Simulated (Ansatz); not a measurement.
Species: H₄SiPO, charge 0, doublet. H4SiPO (SMILES O[SiH]P, doublet).
B3LYP-D3(BJ)/def2-TZVP minimum from Ansatz (a program for electronic structure):
```
Si
O 1 1.6626
H 2 0.9612 1 118.15
H 1 1.5013 2 109.51 3 42.11
P 1 2.2685 4 107.49 2 -114.52
H 5 1.4184 1 95.73 4 -164.61
H 5 1.4200 6 94.02 1 -93.37
```
Charge 0, spin multiplicity 2.

Total energies in hartree (Ansatz). Radicals and triplets start from unrestricted determinants; spin-orbit coupling is neglected. Cores are frozen in correlated methods. No relativity. For partners of very few electrons the exact lower level stands in for a higher one.

| species | HF/cc-pV(T+d)Z | CCSD(T)/cc-pV(T+d)Z | HF/cc-pV(Q+d)Z | CCSD(T)/cc-pV(Q+d)Z | CCSD(T)/cc-pV(D+d)Z | CCSDT(Q)/cc-pV(D+d)Z |
|---|---|---|---|---|---|---|
| 1: H4SiPO (SMILES O[SiH]P, doublet) | -706.93619 | -707.49620 | -706.95000 | -707.54694 | -707.32371 | -707.32606 |
| 2: Si (triplet) | -288.85649 | -288.93344 | -288.85845 | -288.93781 | -288.91643 | -288.91690 |
| 3: O (triplet) | -74.81176 | -74.97396 | -74.81729 | -74.99357 | -74.90995 | -74.91013 |
| 4: P (quartet) | -340.71631 | -340.82157 | -340.71872 | -340.82830 | -340.79336 | -340.79376 |
| 5: H (doublet) | -0.49981 | -0.49981 | -0.49995 | -0.49995 | -0.49928 | -0.49928 |

### Question
Work out the atomisation energy (electronic, to ground-state atoms) in kcal/mol: take Hartree-Fock from cc-pV(Q+d)Z, extrapolate the CCSD(T) correlation energy as X^-3 (X = 3, 4), and add CCSDT(Q) - CCSD(T) in cc-pV(D+d)Z. 1 hartree = 627.51 kcal/mol.

### Answer

Species 1: correlation (64·(-0.59694) - 27·(-0.56001))/37 = -0.62389; step -0.00235; E1 = -706.95000 + (-0.62389) + (-0.00235) = -707.57624
Species 2: correlation (64·(-0.07936) - 27·(-0.07695))/37 = -0.08112; step -0.00047; E2 = -288.85845 + (-0.08112) + (-0.00047) = -288.94004
Species 3: correlation (64·(-0.17628) - 27·(-0.16220))/37 = -0.18655; step -0.00018; E3 = -74.81729 + (-0.18655) + (-0.00018) = -75.00402
Species 4: correlation (64·(-0.10958) - 27·(-0.10526))/37 = -0.11273; step -0.00040; E4 = -340.71872 + (-0.11273) + (-0.00040) = -340.83185
Species 5: correlation (64·(0.00000) - 27·(0.00000))/37 = 0.00000; step +0.00000; E5 = -0.49995 + (0.00000) + (+0.00000) = -0.49995
-1·E1 +1·E2 +1·E3 +1·E4 +4·E5 = 0.80053 hartree = 502.3 kcal/mol.
